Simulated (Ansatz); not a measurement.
BH2I, relaxed as a singlet with RKS PBE-D4/def2-TZVP in Ansatz, starting from the GFN2-xTB geometry. Force threshold 0.02 eV/Å.

In the def2 sets I takes a core potential; there is no spin–orbit coupling.

Start:

```xyz
4

B     0.197    0.037    0.121
H     1.040   -0.769    0.095
H     0.322    1.028    0.722
I    -1.559   -0.295   -0.938
```

(1) Estimate the energy that the relaxation releases and the steps that it takes.

(2) Does the start keep its bonding and symmetry?

(3) Predict the relaxed structure.

Results:

(1) 3.1 kJ/mol, in 4 steps; 2.2 s on 4 threads of Arm Neoverse V1 on a shared host. No frequencies were taken in this run, so the end may be a saddle point.

(2) By distances, no bond broke or formed. The bond that changes most is B1–I4, from 2.08 to 2.11 Å (atoms count from 1). Point group C2v at the start, C2v at the end, both within 0.05 Å.

(3) 
Cartesian coordinates in Å:
```
B 0.212 0.040 0.128
H 1.053 -0.807 0.082
H 0.306 1.064 0.735
I -1.572 -0.298 -0.945
```
Bond lengths: 1 × B–I 2.11 Å; 2 × B–H 1.19 Å.
